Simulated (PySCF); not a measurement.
ClCrO2 (SMILES [O]=[Cr](=[O])[Cl]), doublet (typed; the unrestricted solution is spin-contaminated), at a GFN2-xTB geometry (such geometries of metal compounds can be far from the true shape) (the multiplicity is a formal guess); MN15/def2-SV(P) in PySCF.

Here is a job for PySCF.
```python
from pyscf import gto, scf, dft

mol = gto.M(
    atom='''
Cr    0.194902   -0.262222    0.204629
O     1.630141   -0.618315   -0.223641
O    -0.491601   -0.913483    1.419002
Cl   -0.810939    1.091042   -0.851410
''',
    basis='def2-sv(p)',
    charge=0,
    spin=1,
    verbose=3,
)

mf = dft.UKS(mol)
mf.xc = 'mn15'
mf.grids.radi_method = dft.radi.mura_knowles
mf.kernel()
mf.analyze()
```

What the program printed (banner, timings and long lists left out):

```
converged SCF energy = -1654.45275543209  <S^2> = 0.86634003  2S+1 = 2.1131399
**** MO energy ****
                             alpha | beta                alpha | beta
MO #1   energy= -214.088778574626  | -214.08907696162   occ= 1 | 1
MO #2   energy= -100.359530816092  | -100.359914259752  occ= 1 | 1
MO #3   energy= -24.3045599901865  | -24.297171455634   occ= 1 | 1
MO #4   energy= -21.0684414488116  | -21.0575742996842  occ= 1 | 1
MO #5   energy= -21.0648588555285  | -21.0555558159976  occ= 1 | 1
MO #6   energy= -21.062176904681   | -21.0549706939466  occ= 1 | 1
MO #7   energy= -18.8818122991841  | -18.8850839160552  occ= 1 | 1
MO #8   energy= -18.8817557532359  | -18.8850246268517  occ= 1 | 1
MO #9   energy= -9.21048360671037  | -9.21095034983654  occ= 1 | 1
MO #10  energy= -7.23053194416882  | -7.23085471961135  occ= 1 | 1
MO #11  energy= -7.22974590649193  | -7.23046027182084  occ= 1 | 1
MO #12  energy= -7.22507477955712  | -7.22535866517503  occ= 1 | 1
MO #13  energy= -3.01686423082772  | -2.9896811128365   occ= 1 | 1
MO #14  energy= -2.07458032852144  | -2.04890764239389  occ= 1 | 1
MO #15  energy= -2.05993426054755  | -2.02639980481751  occ= 1 | 1
MO #16  energy= -2.04893844594021  | -1.98944652457273  occ= 1 | 1
MO #17  energy= -0.990705912542514 | -1.00086965339851  occ= 1 | 1
MO #18  energy= -0.966069880041171 | -0.976298226695217 occ= 1 | 1
MO #19  energy= -0.875021353187573 | -0.876752583485342 occ= 1 | 1
MO #20  energy= -0.522558116725136 | -0.5202495626894   occ= 1 | 1
MO #21  energy= -0.515346080848792 | -0.509880014677727 occ= 1 | 1
MO #22  energy= -0.492943381748989 | -0.481819450188152 occ= 1 | 1
MO #23  energy= -0.483891939553065 | -0.465865460358093 occ= 1 | 1
MO #24  energy= -0.457905122460264 | -0.448937164027518 occ= 1 | 1
MO #25  energy= -0.424804376923071 | -0.420563692866993 occ= 1 | 1
MO #26  energy= -0.407524277328981 | -0.419464579063823 occ= 1 | 1
MO #27  energy= -0.402132092494588 | -0.41112188837366  occ= 1 | 1
MO #28  energy= -0.3764660970934   | -0.38393511363286  occ= 1 | 1
MO #29  energy= -0.356328680379897 | -0.115953310940857 occ= 1 | 0
MO #30  energy= -0.168365580622404 | -0.113920350504479 occ= 0 | 0
MO #31  energy= -0.107900227569373 | -0.0808650845539343 occ= 0 | 0
MO #32  energy= -0.0514367091079038 | -0.039915282890377 occ= 0 | 0
MO #33  energy= -0.0460390096310217 | -0.0352519807371792 occ= 0 | 0
MO #34  energy= 0.0480357370637927 | 0.055877732722946  occ= 0 | 0
MO #35  energy= 0.10836538649371   | 0.140301138380151  occ= 0 | 0
MO #36  energy= 0.202539059593646  | 0.21699625239918   occ= 0 | 0
MO #37  energy= 0.249108661507365  | 0.251742924217039  occ= 0 | 0

To work with the spin densities directly, `use mulliken_meta_spin()` only printing them here.

 ** Mulliken spin pop alpha/beta on meta-lowdin orthogonal AOs **
 ** Mulliken Spin Density (per atom)  **
spin density of  0 Cr =      1.40331
spin density of  1 O =     -0.17973
spin density of  2 O =     -0.17983
spin density of  3 Cl =     -0.04375
 ** Mulliken pop alpha/beta on meta-lowdin orthogonal AOs **
 ** Mulliken atomic charges   ( Nelec_alpha | Nelec_beta ) **
charge of  0Cr =      1.04145  (    12.18093     10.77762 )
charge of  1O =     -0.38101  (     4.10064      4.28037 )
charge of  2O =     -0.38101  (     4.10059      4.28042 )
charge of  3Cl =     -0.27944  (     8.61784      8.66159 )
Dipole moment(X, Y, Z, Debye): -0.52173,  0.70197, -0.54772
```
